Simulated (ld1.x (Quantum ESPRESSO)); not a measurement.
Before and after: TM potential for sulfur

* Element: S (Z = 16)
* Generator: ld1.x (Quantum ESPRESSO) 7.5
* Type: norm-conserving Troullier–Martins (Kleinman–Bylander form)
* Functional: Wu–Cohen
* Relativity: scalar-relativistic
* Frozen core: [Ne]
* Valence charge: 6
* Reference configuration: 3s2 3p4
* Partial waves: 3p (bound): rc 1.55 bohr; 3d channel at 0.4 Ry: rc 1.55 bohr; 3s (bound): rc 1.35 bohr
* Local potential: the s channel
* Core correction: a·sin(br)/r model core inside 1.00 bohr

Change: wave 3s (bound): rc 1.35 bohr becomes 3s (bound): rc 1.86 bohr.

Cutoffs: the cutoffs (Ry, on a coarse ladder) from which the occupation-weighted sum of valence levels, in a spherical-Bessel basis at the reference potential, stays within 10 and 1 mRy of its value at 400 Ry; they do not see the model core or the augmentation charge, which bear on the density cutoff. Errors are all-electron minus pseudo energies relative to the spin-unpolarised reference configuration.

Predict the effect on cutoff, ghosts and configuration errors.

The potential gets softer (40 Ry and 60 Ry → 25 Ry and 45 Ry); of the 7 tests that both files solve, the error grows in 5 and shrinks in 1 by more than 15 % and 0.3 meV (median size 3.0 → 7.6 meV); neither file shows a bound ghost. A larger radius leaves more room for a smooth pseudo-wave, so fewer plane waves are needed.

| quantity | base | changed |
| --- | --- | --- |
| cutoff, loose | 40 Ry | 25 Ry |
| cutoff, tight | 60 Ry | 45 Ry |
| loose cutoff by channel (10 mRy a level) | p 10 Ry, s 21 Ry | p 10 Ry, s 18 Ry |
| bound ghosts | none | none |
| error for 3s2 3p3, meV [ΔE 11.75 eV] | +3.0 | +7.6 |
| error for 3s2 3p2, meV [ΔE 34.02 eV] | +23 | +48 |
| error for 3s2 3p1, meV [ΔE 68.07 eV] | +77 | +149 |
| error for 3s2 3p4.3, meV [ΔE -1.70 eV] | +0.3 | +0.5 |
| error for 3s1 3p4, meV [ΔE 22.60 eV] | +4.5 | -2.4 |
| error for 3s1 3p5, meV [ΔE 10.29 eV] | -0.7 | -9.4 |
| error for 3s2 3p3.5, meV [ΔE 4.65 eV] | +0.4 | +1.3 |
